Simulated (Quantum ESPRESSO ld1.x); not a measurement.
Species: Nd V. Configuration: [Xe] 6p2 (not the ground configuration). Method: Dirac Kohn-Sham, LDA (Slater exchange, Perdew-Zunger correlation), spin-unpolarised, spherical densities, point nucleus; open shells are shared between the two j in proportion to 2j + 1; computed with ld1.x of Quantum ESPRESSO 7.5.

X-ray form factor f0, the Fourier transform of the density (f0(0) = 56):

| sin(theta)/lambda (1/angstrom) | f0 (electrons) |
|---|---|
| 0.05 | 55.103 |
| 0.1 | 52.803 |
| 0.15 | 49.884 |
| 0.2 | 46.900 |
| 0.25 | 44.026 |
| 0.3 | 41.272 |
| 0.4 | 36.252 |
| 0.5 | 32.118 |
| 0.6 | 28.775 |
| 0.8 | 23.525 |
| 1 | 19.700 |
| 1.25 | 16.542 |
| 1.5 | 14.311 |
| 2 | 10.532 |
